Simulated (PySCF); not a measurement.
C2H6FIn. Atoms are numbered in the order given.

```xyz
10

In     0.0000     0.0000    -0.0658
F      0.0000     0.0000     1.9218
C      2.0379    -0.0001    -0.7496
H      2.1103    -0.0124    -1.8458
H      2.5354     0.8994    -0.3571
H      2.5427    -0.8859    -0.3360
C     -2.0379     0.0001    -0.7496
H     -2.1103     0.0124    -1.8458
H     -2.5354    -0.8994    -0.3571
H     -2.5427     0.8859    -0.3360
```
Charge 0, spin multiplicity 1.

Geometry: r2SCAN-D4/def2-SVP. The structure was generated by enumeration; whether it is a known compound was not checked. The def2 effective core potentials stand for the cores of In; spin–orbit coupling is left out.

Computed with TDA-PBE/def2-SVPD (PySCF).

Vertical excitations. The molecule is in vacuum. State labels are in the subgroup C2.

```csv
state,symmetry,energy (eV),λ (nm),f,main pairs
S1,A,4.84,256,0.000,HOMO→LUMO 100 %
S2,B,5.66,219,0.203,"HOMO→LUMO+1 78 %, HOMO−3→LUMO+1 14 %"
S3,B,5.93,209,0.019,HOMO−1→LUMO 97 %
S4,A,5.94,209,0.000,HOMO−3→LUMO 100 %
S5,A,6.08,204,0.000,"HOMO−2→LUMO 75 %, HOMO−1→LUMO+1 22 %"
S6,B,6.15,202,0.013,HOMO−2→LUMO+1 98 %
S7,B,6.41,193,0.101,HOMO−3→LUMO+1 79 %
S8,A,6.51,190,0.044,"HOMO−1→LUMO+1 68 %, HOMO−2→LUMO 17 %"
S9,B,6.64,187,0.004,HOMO→LUMO+2 94 %
S10,A,7.16,173,0.008,HOMO→LUMO+3 97 %
T1,A,4.64,267,0,HOMO→LUMO 100 %
T2,B,4.73,262,0,HOMO→LUMO+1 98 %
T3,B,5.59,222,0,HOMO−1→LUMO 99 %
T4,A,5.60,221,0,HOMO−2→LUMO 100 %
```
Triplets are in the Tamm–Dancoff approximation.
